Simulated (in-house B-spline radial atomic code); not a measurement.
A run on the niobium ion Nb⁵⁺ (an excited or competing configuration) that did not converge. Method: scalar-relativistic (X2C) wB97X, spin-polarised, spherical fractional occupations, exact exchange averaged over the configuration, Fermi nucleus of rms radius 4.324 fm; computed with a B-spline radial code for spherical atoms.

Command:
```bash
python run_scf.py task.json out
```
Settings (nuclear radius in fm, mass in u):
```
Z                41
configuration    [Ar] 3d10 4s1 4p6 5s1
hamiltonian      x2c
method           wb97x
spin_polarised   True
nucleus          fermi
rms_radius       4.324
atomic_mass      92.90637
speed_of_light   137.035999084
exact_exchange   averaged over the configuration
```

First and last ten iterations of the last attempt (damped for 15 steps, keeping 80 % of the old Fock matrix, then DIIS):
```
 iter        energy (Eh)    residual
    1       -3807.349831    4.87e-01
    2       -3810.905935    2.37e-01
    3       -3811.333898    1.59e-01
    4       -3811.540955    1.06e-01
    5       -3811.640473    7.04e-02
    6       -3811.688136    4.76e-02
    7       -3811.710953    3.51e-02
    8       -3811.721901    2.60e-02
    9       -3811.727183    1.94e-02
   10       -3811.729752    1.46e-02
  111       -3811.732327    6.51e-06
  112       -3811.732327    6.21e-06
  113       -3811.732327    6.54e-06
  114       -3811.732327    5.49e-06
  115       -3811.732327    4.92e-06
  116       -3811.732327    5.18e-06
  117       -3811.732327    1.15e-05
  118       -3811.732327    2.43e-05
  119       -3811.732327    1.74e-05
  120       -3811.732327    2.52e-05
 not converged after 120 iterations
```

The smallest residual met was 1.2e-06; the threshold is about 4e-07. Over the last five steps the energy moves by less than 2e-07 hartree, but the orbitals didn't meet the threshold. Time taken, with all properties: 11 s on 1 thread of Intel(R) Xeon(R) Platinum 8488C, with other jobs on the host.
